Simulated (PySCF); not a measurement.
Level of theory: TPSSh-D3(BJ)/def2-TZVP // TPSS-D3(BJ)/def2-SVP (PySCF 2.14.0). Gas-phase values, no solvent. 

Reference species: [Hf(Br)2(H)2] (neutral, multiplicity 1).

```yaml
coordination_number: 4
HOMO–LUMO gap: 5.34 eV
```

Changed species: [Hf(Br)(H)3] (3 of 4 Br replaced by H; the reference has 2 of 4 Br replaced by H).

Problem. What does the change do to the coordination number and HOMO–LUMO gap?

Solution. the coordination number stays essentially unchanged; the HOMO–LUMO gap increases by 0.05 eV, to 5.39 eV.
